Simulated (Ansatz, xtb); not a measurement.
**C5H5ClO2: 5 structures ranked**

5 gas-phase structures of C5H5ClO2, from a drawn sample of its isomers (lower ones may exist). Each was relaxed with GFN2-xTB; where two conformers were screened, the lower at r2SCAN-D4/def2-SVP is listed:

A. `COc1cocc1Cl`, a singlet
B. `COc1ccoc1Cl`, a singlet
C. `COc1coc(Cl)c1`, a singlet
D. `COc1ccc(Cl)o1`, a singlet
E. `COc1occc1Cl`, a singlet

Which do you expect lowest at r2SCAN-D4/def2-SVP, and how would the others follow?

Calculated order at r2SCAN-D4/def2-SVP: D (0.0), E (2.1), C (3.2), A (5.0), B (5.6) kcal/mol. Less than 1 kcal/mol parts A and B, so the order within that pair means little.

Energies above the lowest of each column, in kcal/mol; the last columns are at PBE0-D3(BJ)/def2-SVP geometries:

| structure | GFN2-xTB | HF/STO-3G | r2SCAN-D4/def2-SVP | PBE0-D3(BJ)/def2-SVP | CCSD(T)/def2-SVP + ΔMP2/def2-TZVPP |
| --- | --- | --- | --- | --- | --- |
| D | 1.2 | 0.0 | 0.0 | 0.0 | 0.0 |
| E | 0.0 | 0.1 | 2.1 | 2.1 | 2.2 |
| C | 1.9 | 3.8 | 3.2 | 3.4 | 3.2 |
| A | 2.4 | 4.3 | 5.0 | 5.0 | 4.6 |
| B | 4.2 | 5.2 | 5.6 | 5.9 | 5.6 |

CCSD(T)/def2-SVP + ΔMP2/def2-TZVPP puts D lowest; GFN2-xTB picks E. Flexible structures stand in one conformer each, not always the lowest. ΔMP2 is the change of the MP2 energy from the smaller to the larger basis.

Over these structures GFN2-xTB departs from r2SCAN-D4/def2-SVP by 1.0 kcal/mol on average once a common shift is removed. A GFN2-xTB relaxation took about 0.07 s and the r2SCAN-D4/def2-SVP energy about 4.2 s on a shared host (Ansatz 0.2.0, xtb 6.7.1).
